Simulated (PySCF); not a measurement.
# How methods differ on the electron affinity of Br

Br- [Kr] (1S) → Br [Ar] 3d10 4s2 4p5 (2P), as a difference of total energies. Computed with PySCF 2.14 in def2-TZVPPD, with the non-relativistic Hamiltonian (point nucleus). Correlated levels: valence: [Ar] 3d10 frozen. The calculations carry no spin-orbit coupling.

| method | electron affinity (eV) | plus first-order spin-orbit estimate | difference from reference of that sum (eV) |
| --- | --- | --- | --- |
| UHF | 2.409 | 2.272 | -1.092 |
| MP2 (valence) | 3.405 | 3.269 | -0.095 |
| SCS-MP2 (valence) | 3.324 | 3.187 | -0.177 |
| CCSD (valence) | 3.268 | 3.132 | -0.232 |
| CCSD(T) (valence) | 3.332 | 3.196 | -0.168 |

Reference: 3.364 eV (measured; photodetachment measurements, as compiled on the Wikipedia data page of electron affinities).

A first-order spin-orbit estimate (lowest level to lowest level, LS coupling) adds -0.136 eV.

These non-relativistic numbers lack the scalar-relativistic shift.

Errors of the correlated levels include the incompleteness of this basis and the frozen core.
